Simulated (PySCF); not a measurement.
## V: excitation energy

V [Ar] 3d3 4s2 (4F) → V [Ar] 3d4 4s1 (6D), as a difference of total energies. All numbers are calculated (PySCF 2.14, the spin-free X2C one-electron Hamiltonian (Gaussian nucleus), in x2c-TZVPPall (6s5p4d2f1g, 64 functions)). Correlated levels: valence: [Ar] frozen; valence and next inner shell: [Ne] frozen. The calculations carry no spin-orbit coupling.

| method | excitation energy (eV) | error (eV) |
| --- | --- | --- |
| UHF | 0.389 | +0.144 |
| LDA | -0.783 | -1.028 |
| PBE | -0.670 | -0.915 |
| PBE0 | -0.400 | -0.645 |
| r2SCAN | -0.612 | -0.857 |
| BLYP | -0.212 | -0.457 |
| MN15 | -0.191 | -0.436 |
| CAM-B3LYP | 0.059 | -0.186 |
| TPSSh | -0.418 | -0.663 |
| MP2 (valence) | 0.356 | +0.111 |
| SCS-MP2 (valence) | 1.128 | +0.883 |
| MP2 (valence and next inner shell) | -0.127 | -0.372 |
| SCS-MP2 (valence and next inner shell) | 0.613 | +0.368 |

Reference: 0.245 eV (measured; NIST levels, between the centres of gravity of the two terms).

Errors of the correlated levels include the incompleteness of this basis and the frozen core.
